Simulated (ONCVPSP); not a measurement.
# molybdenum, ONCV: configuration errors across variants

Mo, optimised norm-conserving Vanderbilt (ONCV), made with ONCVPSP 4.0.1 (PBEsol, fully relativistic). Core [Ar] 3d10, reference 4s2 4p6 4d5 5s0.75 5p0.25. Waves: 4s+5s: rc 1.85 bohr, ncon 4, nbas 7, qcut 5.3 1/bohr, 2 projectors; 4p+5p: rc 2.35 bohr, ncon 4, nbas 9, qcut 6.6 1/bohr, 2 projectors; 4d: rc 1.90 bohr, ncon 4, nbas 9, qcut 9.5 1/bohr, 1 projector. Local part: polynomial inside 1.85 bohr (lpopt 3, dvloc0 6 Ha). Core correction: Teter function, fcfact 5.75, rcfact 1.6.

Open shells are filled in proportion to 2j + 1.

All-electron excitation energies from the reference (eV): (1) 4s2 4p6 4d5 5s1 5p0 -0.781; (2) 4s2 4p6 4d5 5s0 5p0 6.125; (3) 4s2 4p6 4d4 5s2 5p0 -0.604.

Errors AE − PS in meV (a dash: test not solved or not reliable):

| change | (1) | (2) | (3) | bound ghosts | GHOST(+) flags above zero |
| --- | --- | --- | --- | --- | --- |
| base | -0.1 | -1.1 | -8.9 | none | none |
| core correction Teter function, fcfact 5.75, rcfact 1 | -0.1 | -0.9 | -8.1 | none | none |
| core correction Teter function, fcfact 5.75, rcfact 1.14 | -0.1 | -0.9 | -8.0 | none | none |
| core correction Teter function, fcfact 5.75, rcfact 1.3 | -0.1 | -0.9 | -7.9 | none | none |
| core correction Teter function, fcfact 5.75, rcfact 1.4 | -0.1 | -0.9 | -7.9 | none | none |
| core correction Teter function, fcfact 5.75, rcfact 1.56 | -0.1 | -1.1 | -8.5 | none | none |
| core correction Teter function, fcfact 5.75, rcfact 1.86 | -0.1 | -2.0 | -14 | none | none |
| core correction Teter function, fcfact 5.75, rcfact 2 | -0.1 | -2.9 | -18 | none | none |

Give the same row for: core correction Teter function, fcfact 5.75, rcfact 1.7.

-0.1, -1.4, -10; bound ghosts: none; GHOST(+) flags above zero: none.
